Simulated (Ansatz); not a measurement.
**H3NSiSn: structure from calculated spectroscopic constants**

These gas-phase data were calculated for one isomer of H3NSiSn at PBE0-D3(BJ)/def2-SVP (harmonic, unscaled wavenumbers; equilibrium rotational constants with average atomic masses):

```
rotational constants            : 85.97, 1.461, 1.461 GHz
all wavenumbers above 1500 cm⁻¹ : 2200, 2188, 2188
dipole moment                   : 3.69 D (PBE0/def2-TZVPD)
```

Candidates:

(1) `[SiH3][N]=[Sn]`, a singlet
(2) `[NH]1[SiH2][Sn]1`, a singlet

Task: Which structure fits?

Result: Candidate (1). No mode falls between 3250 and 3800 cm⁻¹, where the N–H stretch of (2) would stand.

The same quantities for all candidates:

|  | rotational constants (GHz) | wavenumbers above 1500 cm⁻¹ | dipole (D) | E above the lowest, PBE0-D3(BJ)/def2-SVP (kcal/mol) |
| --- | --- | --- | --- | --- |
| (1) | 85.97, 1.461, 1.461 | 2200, 2188, 2188 | 3.69 | 4.4 |
| (2) | 16.42, 2.704, 2.386 | 3622, 2191, 2185 | 1.58 | 0.0 |

Harmonic stretches to hydrogen usually lie a few per cent above observed fundamentals. Atoms past krypton carry core potentials. Programs: Ansatz 0.2.0.
